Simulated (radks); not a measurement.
The numbers below are computed, except where a source is named.
How relativity changes the ionisation of neutral lithium ([He] 2s1) to Li+ ([He]). Spin-unpolarised spherical Kohn-Sham, LDA (Slater exchange, Perdew-Wang correlation), point nucleus unless stated (finite: rms radius 2.444 fm), a radial shooting solver on a logarithmic mesh with Libxc functionals. A level marked "c x" has the speed of light scaled by that factor.

| level | E(Li) (hartree) | E(Li+) (hartree) | IE (eV) | HOMO | <r> HOMO (bohr) |
|---|---|---|---|---|---|
| non-rel. | -7.33461 | -7.14218 | 5.236 | 2s | 3.934 |
| scalar-rel. | -7.33540 | -7.14295 | 5.237 | 2s | 3.933 |
| scalar-rel., finite nucleus | -7.33540 | -7.14295 | 5.237 | 2s | 3.933 |
| Dirac | -7.33540 | -7.14295 | 5.237 | 2s1/2 | 3.933 |
| Dirac, finite nucleus | -7.33540 | -7.14295 | 5.237 | 2s1/2 | 3.933 |
| Dirac, c x 1.25 | -7.33512 | -7.14267 | 5.237 | 2s1/2 | 3.933 |
| Dirac, c x 1.5 | -7.33496 | -7.14252 | 5.237 | 2s1/2 | 3.933 |
| Dirac, c x 10 | -7.33462 | -7.14219 | 5.236 | 2s1/2 | 3.934 |

NIST Atomic Spectra Database: 5.392 eV (measured). The relativistic part of the total energy of Li is -0.0007905 hartree (Dirac, finite nucleus), 0.011 % of the non-relativistic value. Spin polarisation and multiplet splitting of open shells are left out at every level.

Beside tabulated values, note that spin-unpolarised runs miss the spin-polarisation part of the exchange energy of open shells.
